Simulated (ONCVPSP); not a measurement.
# What one change does to a pseudopotential (Ir (Z = 77), ONCV)

```json
{
 "Element": "Ir (Z = 77)",
 "Generator": "ONCVPSP 4.0.1",
 "Type": "optimised norm-conserving Vanderbilt (ONCV)",
 "Functional": "PBE",
 "Relativity": "scalar-relativistic",
 "Frozen core": "[Kr] 4d10 4f14",
 "Valence charge": "17",
 "Reference configuration": "5s2 5p6 5d6 (charge +3)",
 "Partial waves": "5s: rc 1.50 bohr, ncon 4, nbas 8, qcut 8.8 1/bohr, 2 projectors, debl 0.6 Ha; 5p: rc 1.90 bohr, ncon 5, nbas 8, qcut 7.7 1/bohr, 2 projectors, debl 1.8 Ha; 5d: rc 2.25 bohr, ncon 3, nbas 7, qcut 8.5 1/bohr, 1 projector; f scattering state at 0.47 Ha: rc 1.85 bohr, ncon 3, nbas 6, qcut 6.1 1/bohr, 1 projector",
 "Local potential": "polynomial inside 1.20 bohr (lpopt 2, dvloc0 6 Ha)",
 "Core correction": "Teter function, fcfact 4, rcfact 1"
}
```

In the s channel the program set the typed energies aside and used -4.761, 0.050 Ha. In the p channel the program set the typed energies aside and used -3.162, 0.050 Ha.

Change: p: qcut 7.5.

Cutoffs: the cutoffs (Ha) at which the residual kinetic energy of the hardest occupied pseudo-wave falls to 1 and 0.1 mHa per electron; they do not see the model core or the augmentation charge, which bear on the density cutoff. Errors are all-electron minus pseudo energies relative to the spin-unpolarised reference configuration.

**Question.** How do hardness, ghosts and transferability respond?

**Answer.** The potential gets neither clearly harder nor softer (28 Ha and 32 Ha → 28 Ha and 32 Ha); the errors of the 4 common tests hardly move; neither file shows a bound ghost.

```tsv
quantity	base	changed
cutoff, loose	28 Ha	28 Ha
cutoff, tight	32 Ha	32 Ha
loose cutoff by channel	s 28 Ha, p 14 Ha, d 18 Ha	s 28 Ha, p 13 Ha, d 18 Ha
bound ghosts	none	none
GHOST(+) flags under 300 eV	none	none
error for 5s2 5p6 5d7 6s2, meV [ΔE -57.89 eV]	+25	+25
error for 5s2 5p6 5d7 6s1, meV [ΔE -48.01 eV]	+18	+18
error for 5s2 5p6 5d7, meV [ΔE -30.54 eV]	+7.6	+7.7
error for 5s2 5p6 5d8, meV [ΔE -49.26 eV]	+14	+14
s: phases at 1.52 bohr within 0.05 rad from the reference energy up to (Ha; the scan ends near 5)	to the end of the scan	to the end of the scan
p: phases at 1.93 bohr within 0.05 rad from the reference energy up to (Ha; the scan ends near 5)	to the end of the scan	to the end of the scan
d: phases at 2.29 bohr within 0.05 rad from the reference energy up to (Ha; the scan ends near 5)	to the end of the scan	to the end of the scan
f: phases at 1.88 bohr within 0.05 rad from the reference energy up to (Ha; the scan ends near 5)	n/a	n/a
rms error of d²Exc/dni dnj with the model core, mHa	4.77	4.78
```
